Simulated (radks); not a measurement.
Results of a calculation; reference values are marked as such.
Species: La22+. Configuration: [Ar] 3d10 4s2 4p5 (the NIST ground configuration). Code: a radial shooting solver on a logarithmic mesh with Libxc functionals. Model: scalar-relativistic Kohn-Sham, LB94 model potential, spin-polarised, spherical densities, finite nucleus; open shells are filled with parallel spins first (spin-orbit coupling, left out, can overturn this in heavy ions); Fermi nuclear charge, rms radius 4.855 fm. Some entries of the table are withheld. Estimate them.

orbital,occ.,eigenvalue (eV),<r> (bohr)
1s up,1,-39562.17,0.02503
1s down,1,-39562.17,0.02503
2s up,1,-6853.596,0.1071
2s down,1,-6853.286,0.1071
2p up,3,-6216.863,0.09389
2p down,3,-6216.372,0.09389
3s up,1,-1946.633,0.2826
3s down,1,-1946.420,0.2827
3p up,3,-1742.457,(1)
3p down,3,-1742.253,(2)
3d up,5,-1452.154,(3)
3d down,5,-1451.983,(4)
4s up,1,-814.6432,0.6020
4s down,1,-813.6754,0.6011
4p up,3,-741.9744,0.6210
4p down,2,-740.9057,0.6201

Answer. 
(1) 3p up <r> (bohr): 0.2798
(2) 3p down <r> (bohr): 0.2799
(3) 3d up <r> (bohr): 0.2551
(4) 3d down <r> (bohr): 0.2552
